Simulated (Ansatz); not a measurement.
iodine monochloride (ClI), singlet, at a GFN2-xTB geometry (core potentials on I); CAM-B3LYP/def2-SV(P) in Ansatz (a first-principles code).

Input for Ansatz:
Ansatz 0.2 input:
```yaml
crystal:
  periodic: [false, false, false]
  atoms:
    - {symbol: Cl, position_ang: [-0.00000000, -0.00000000, -1.74625450]}
    - {symbol: I, position_ang: [0.00000000, 0.00000000, 0.56011937]}
basis:
  gaussian:
    orbitals: def2-SV_P_.json
hamiltonian:
  xc: cam_b3lyp
```
The basis file holds def2-SV(P) in the JSON format of the Basis Set Exchange.

The log (banner, timings and long lists left out):

```
Functional definition: CAM-B3LYP
494 factors; integrals over basis functions are off by at most 5.8e-4 eV
126 factors; integrals over basis functions are off by at most 7.8e-6 eV
mean field evaluation 1: about -20619.3040 eV, gradient 8.9e0 eV
mean field evaluation 2: about -20619.4208 eV, gradient 6.3e0 eV
mean field evaluation 4: about -20619.5222 eV, gradient 3.2e-1 eV
mean field evaluation 8: about -20619.5543 eV, gradient 1.3e-3 eV
mean field -20619.55432499 eV, -757.7546450075 hartree, gradient 3.8e-5 eV, S^2 0.000000; 0 other end points of the search recorded, 0 dependent functions left out
reference -20619.55440409 eV, -757.7546479144 hartree; 21, 21 occupied and 23, 23 virtual orbitals, 494 factors
Total energy: -20619.55440409 eV, -757.7546479144 hartree
```
